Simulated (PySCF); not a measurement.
**Dipole response of Te³²⁺ (tellurium, charge +32)**

[Ar] 3d2, high-spin 3F determinant. Computed with PySCF 2.14 in an uncontracted even-tempered set (18 s from 5 bohr⁻², ratio 2.5; 12 p from 6.5 bohr⁻², ratio 2.5; 8 d from 6.5 bohr⁻², ratio 2.5; 4 f from 23 bohr⁻², ratio 2.7; 3 g from 34 bohr⁻², ratio 2.7), with the spin-free X2C one-electron Hamiltonian (Gaussian nucleus). Coupled (time-dependent) response in atomic units; α is the mean over directions.

```csv
method,mean α (bohr³),C₆ (like pair),S(−4)
UHF,0.01645,0.002634,0.0001679
```

S(−4) is the Cauchy moment in α(ω) = α(0) + S(−4) ω² + …

Spin-orbit coupling is absent.

α(iu) at UHF:

```tsv
u (hartree)	α(iu) (bohr³)
0	0.01645
1.00	0.01629
2.00	0.01581
4.00	0.01422
6.00	0.01231
8.00	0.01054
10.0	0.009055
15.0	0.006567
20.0	0.005154
30.0	0.003638
50.0	0.002219
```

A single London oscillator, α(iu) = α/(1 + u²/ω²), gives C₆ = (3/4) ω α². Matching the computed C₆ needs ω = 4 × 0.002634 / (3 × 0.01645²) = 13.0 hartree.

For an ion, C₆ is the dispersion term alone; charge-induced terms of lower order in 1/R come first.

Spin-orbit coupling, absent here, splits the open shell strongly.
